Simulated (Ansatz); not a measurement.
A nudged elastic band was laid between two geometries of Cl2Ge2H4 + FH (10 atoms, charge 0, multiplicity 1).

Level of theory: Ansatz 0.2.0, RHF/def2-SVP.

```yaml
movable_images: 5
climbing_image: yes
spring: 5.0 eV/Å²
optimiser: quadratic models (default)
start_path: through a guess of the saddle point
force_threshold: 0.03 eV/Å
iteration_limit: 60
end_points: relaxed
```

First end point:

```xyz
10
Properties=species:S:1:pos:R:3
Ge 0.376 -0.166 0.025
H 0.822 -0.148 1.480
Cl 2.177 0.008 -1.173
Cl -0.706 1.722 -0.278
Ge -1.010 -2.027 -0.784
H -1.384 -2.912 0.404
H -2.253 -1.440 -1.450
H -0.184 -2.822 -1.798
F -2.473 -0.171 1.508
H -2.457 0.665 1.156
```

Last end point:

```xyz
10
Properties=species:S:1:pos:R:3
Ge -0.229 0.187 -0.787
H -1.101 -0.518 3.710
Cl 1.890 0.238 -0.450
Cl -0.679 1.526 -2.402
Ge -1.112 -2.070 -1.122
H -0.797 -2.889 0.128
H -2.619 -1.954 -1.347
H -0.415 -2.649 -2.352
F -0.924 0.916 0.606
H -1.107 -0.076 3.107
```

(1) Which bonds break or form, and what moves?

(2) What energy profile does the band end with?

(3) What is the geometry of the highest image?

The band took 41 iterations and of the order of 26 core-minutes.

## Answers

(1) Bonds broken: Ge1–H2, F9–H10. Bonds formed: Ge1–F9, H2–H10. Cl2Ge2H4 + FH becomes Cl2FGe2H3 + H2.

(2) It converged. The highest image is number 2 of 0 to 6, 2.51 eV above the first end and 2.66 eV above the last; the last end lies 0.15 eV below the first. Neighbouring images differ by up to 2.4 eV, so the band resolves the path poorly. A vibrational analysis at the climbing image gives one clearly imaginary mode, 1475i cm⁻¹: a first-order saddle point. The orbitals stay closed-shell, which can raise the energy where a bond breaks towards radicals; this wasn't checked here.

| image | path coordinate (Å) | energy (eV) | Ge1–H2 (Å) | F9–H10 (Å) | Ge1–F9 (Å) |
| --- | --- | --- | --- | --- | --- |
| 0 | 0.00 | 0.00 | 1.52 | 0.91 | 3.21 |
| 1 | 1.64 | 0.14 | 1.53 | 0.90 | 3.01 |
| 2 | 3.28 | 2.51 | 1.79 | 1.26 | 2.05 |
| 3 | 4.67 | 0.46 | 2.88 | 1.97 | 1.74 |
| 4 | 6.06 | -0.11 | 3.95 | 2.43 | 1.72 |
| 5 | 7.45 | -0.15 | 4.72 | 2.70 | 1.72 |
| 6 | 8.85 | -0.15 | 4.63 | 2.70 | 1.72 |

(3) 
```xyz
10
Properties=species:S:1:pos:R:3
Ge -0.280 -0.025 -0.044
H 0.040 0.311 1.686
Cl 1.912 -0.231 -0.147
Cl -0.635 1.874 -0.961
Ge -1.196 -2.101 -0.949
H -1.172 -3.112 0.196
H -2.620 -1.805 -1.407
H -0.307 -2.560 -2.104
F -1.967 0.089 1.110
H -0.869 0.271 1.709
```

Time of the run: 7.2 min on 4 threads of Arm Neoverse V1 (shared host), peak memory 0.44 GiB.
